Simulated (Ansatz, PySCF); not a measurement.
A series of gas-phase deprotonation energy values:

A. C[SiH2]O[SiH3] → C[SiH2]O[SiH2-] + H+
B. N[SiH2][SiH2]N → N[SiH-][SiH2]N + H+
C. F[SiH2][SiH3] -> F[SiH2][SiH2-] + H+
D. CN[SiH3] → CN[SiH2-] + H+

Quantity: gas-phase deprotonation energy (enthalpy at 298 K, with B3LYP-D3(BJ) rigid-rotor harmonic-oscillator terms), kcal/mol. Each molecule is optimised on its own at B3LYP-D3(BJ)/def2-TZVP (Ansatz, a program for electronic structure), one conformer each, not searched for the lowest. Frequencies are from Ansatz or PySCF. Valence correlation only, unless marked. Spin-orbit coupling is left out. No relativistic terms. Basis-set limits of correlation are two-point, X^-3; Hartree-Fock from the larger set. Anions need diffuse functions, which plain sets lack and def2-D sets hold few of.

```tsv
	B2GP-PLYP-D3(BJ)/def2-TZVPD (Ansatz + dftd3)	B2PLYP-D3(BJ)/def2-TZVPD (Ansatz + dftd3)	CCSD(T)/aug-cc-pV(Q+d)Z (Ansatz)	CCSD(T)/CBS(aug-cc-pV(T+d)Z,aug-cc-pV(Q+d)Z) (Ansatz)
A	375.5	374.7	374.7	[?]
B	371.8	371.0	370.8	[?]
C	356.1	355.6	355.4	[?]
D	381.4	380.5	380.0	[?]
```

**Question.** Some entries are withheld; supply them.

**Answer.** 
- A, CCSD(T)/CBS(aug-cc-pV(T+d)Z,aug-cc-pV(Q+d)Z) (Ansatz): 375.0
- B, CCSD(T)/CBS(aug-cc-pV(T+d)Z,aug-cc-pV(Q+d)Z) (Ansatz): 371.2
- C, CCSD(T)/CBS(aug-cc-pV(T+d)Z,aug-cc-pV(Q+d)Z) (Ansatz): 355.4
- D, CCSD(T)/CBS(aug-cc-pV(T+d)Z,aug-cc-pV(Q+d)Z) (Ansatz): 380.3
